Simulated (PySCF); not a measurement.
Molecule: CH$_{2}$BO, net charge -1, singlet state. It need not be the lowest isomer of its formula. Whether it binds its extra electron was not tested at this geometry. 
Coordinates optimised at B3LYP-D3(BJ)/def2-TZVP (Ansatz):
```xyz
5

B     -0.2386    -0.0020    -1.3285
H     -0.3404     1.0530    -1.8994
H     -0.3412    -1.0587    -1.8961
C      0.0133     0.0001     0.0739
O      0.2244     0.0019     1.2493
```
Charge -1, spin multiplicity 1.

Dispersion corrections to the total energy (kcal/mol) from the dftd3 and dftd4 libraries through PySCF: D3(BJ) without and D4 with the three-body term, each with the damping fitted for the functional named.

```json
[
 {"functional": "TPSSh", "D3(BJ)": "-1.44", "D4": "[?]"},
 {"functional": "PBE", "D3(BJ)": "-1.28", "D4": "-1.59"},
 {"functional": "B3LYP", "D3(BJ)": "-2.25", "D4": "-2.57"},
 {"functional": "LC-wPBE", "D3(BJ)": "[?]", "D4": "-1.76"},
 {"functional": "TPSS", "D3(BJ)": "-1.59", "D4": "-2.16"},
 {"functional": "CAM-B3LYP", "D3(BJ)": "-0.94", "D4": "[?]"},
 {"functional": "HSE06", "D3(BJ)": "-0.78", "D4": "-1.21"}
]
```

Problem. Some entries are withheld; supply them.

Solution. 
- TPSSh, D4: -1.95
- LC-wPBE, D3(BJ): -1.15
- CAM-B3LYP, D4: -1.30
